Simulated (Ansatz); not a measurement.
`CC1=[CH][AlH][CH2]1`. The species carries charge 0 and has multiplicity 1. All single points use the PBE0-D4/def2-TZVP geometry.

```xyz
12

C    -0.979    1.324   -0.316
C    -0.022    0.246    0.074
C     1.006    0.356    0.952
Al    1.404   -1.472    0.600
C    -0.160   -1.147   -0.541
H    -0.943    1.488   -1.398
H    -0.768    2.267    0.192
H    -2.005    1.019   -0.086
H     1.223    1.285    1.468
H     2.431   -2.619    0.995
H    -1.123   -1.612   -0.308
H    -0.063   -1.135   -1.631
```

(1) What is the dipole moment at ωB97M-V/def2-TZVPP? (Estimate.)

(2) And with PBE, r2SCAN, B3LYP? (An estimate is asked.)

(3) Give the Mulliken charges with ωB97M-V, B3LYP, r2SCAN in def2-TZVPP. (Best estimate.)

Answers

(1) The calculation gave: 0.64 D, with components (-0.50, 0.23, -0.32) D in this frame, pointing from negative to positive charge.

(2) The calculation gave: PBE 0.85 D, r2SCAN 0.82 D, B3LYP 0.69 D.

(3) Computed: 
```csv
atom,ωB97M-V,B3LYP,r2SCAN
C1,-0.28,-0.23,-0.15
C2,0.09,0.08,0.19
C3,-0.33,-0.30,-0.39
Al4,0.41,0.41,0.52
C5,-0.40,-0.31,-0.34
H6,0.11,0.09,0.05
H7,0.09,0.08,0.05
H8,0.11,0.09,0.05
H9,0.08,0.08,0.04
H10,-0.09,-0.11,-0.12
H11,0.10,0.07,0.05
H12,0.10,0.07,0.05
```

B3LYP here is the variant with VWN-RPA as its local correlation; programs differ in this.
